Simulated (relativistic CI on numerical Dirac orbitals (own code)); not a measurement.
# Cr³⁺ in a cubic cluster: 3s photoemission with charge transfer

Computed with a charge-transfer multiplet model of a cubic metal-ligand cluster with up to 2 ligand holes, Slater and spin-orbit integrals from Dirac-Coulomb-Breit ions, Slater integrals scaled by 0.7. The parameters are those of a tetrahedral site (10Dq negative, t2 hopping the larger). The ground state mixes d3 with configurations of k ligand holes L, whose averages lie at kΔ + k(k − 1)U_dd/2; a core hole lowers each added d electron by U_cd. 300 K, Lorentzian 1.4 eV and Gaussian 0.8 eV FWHM.

Atomic integrals in eV (Slater integrals scaled, ζ unscaled), ground: F2dd 7.502, F4dd 4.697, zeta_d 0.033; with the core hole: F2dd 8.242, F4dd 5.192, zeta_d 0.040, G2cd 8.237.

Cluster parameters (eV): Δ = 2.9, U_cd = 7.7, 10Dq = -0.15, 10Dq(ligand) = 0, V(eg) = 1.2, V(t2g) = -2.04, final-state hopping factor = 0.8.

| Case | n_d | d3 | d4L | d5L2 | S |
| --- | --- | --- | --- | --- | --- |
| U_dd = 5.9 eV | 3.57 | 0.49 | 0.45 | 0.06 | 1.50 |
| U_dd = 6.6 eV | 3.56 | 0.50 | 0.44 | 0.06 | 1.50 |
| U_dd = 7.3 eV | 3.55 | 0.50 | 0.44 | 0.05 | 1.50 |

Weights, n_d and S are thermal averages at 300 K. Binding energies count from the first peak over 30 % of the highest in each spectrum, which can be another peak from case to case. The parameters are a model scan and need not match a compound or its usual spin state. Peaks in eV (height, largest 100):
- U_dd = 5.9 eV: 0.0 (100), 3.4 (62), 8.0 (87), 16.4 (24), 21.0 (5)
- U_dd = 6.6 eV: 0.0 (100), 3.6 (55), 7.9 (81), 16.4 (21)
- U_dd = 7.3 eV: 0.0 (100), 3.7 (51), 7.9 (77), 16.4 (19)

Curve for U_dd = 6.6 eV (points under 2 left out, the grid thinned):

E (eV), Intensity and a bar:
```
     -3.5        5.7 #
     -2.9        8.0 ##
     -2.3       12.0 ###
     -1.7       20.4 ######
     -1.1       40.4 ############
     -0.6       72.6 ######################
      0.0      100.0 ##############################
      0.6       72.3 ######################
      1.2       40.0 ############
      1.8       28.2 ########
      2.4       30.4 #########
      3.0       44.0 #############
      3.6       55.3 ################
      4.2       44.9 #############
      4.7       36.0 ##########
      5.3       30.8 #########
      5.9       27.2 ########
      6.5       31.2 #########
      7.1       50.3 ###############
      7.7       77.7 #######################
      8.3       74.5 ######################
      8.9       51.7 ###############
      9.5       39.9 ############
     10.0       34.8 ##########
     10.6       27.7 ########
     11.2       21.7 ######
     11.8       18.7 #####
     12.4       15.9 ####
     13.0       13.0 ###
     13.6       11.3 ###
     14.2       11.0 ###
     14.7       12.2 ###
     15.3       15.4 ####
     15.9       19.1 #####
     16.5       20.7 ######
     17.1       16.6 ####
     17.7        9.9 ##
     18.3        6.1 #
     18.9        4.5 #
     19.5        3.8 #
     20.0        3.9 #
     20.6        4.5 #
     21.2        4.3 #
     21.8        3.1 
     22.4        2.1
```

For the case U_dd = 6.6 eV, Δ = 2.9 eV is smaller than U_dd = 6.6 eV, the charge-transfer side of the Zaanen-Sawatzky-Allen scheme. With the core hole the average of the configuration with one ligand hole lies at Δ − U_cd = -4.8 eV before mixing: it lies below the unscreened one, so the lowest final states are mostly screened and the unscreened weight appears at higher binding energy as a satellite.

Without intra-shell correlation the exchange splitting of the 3s hole comes out too large.
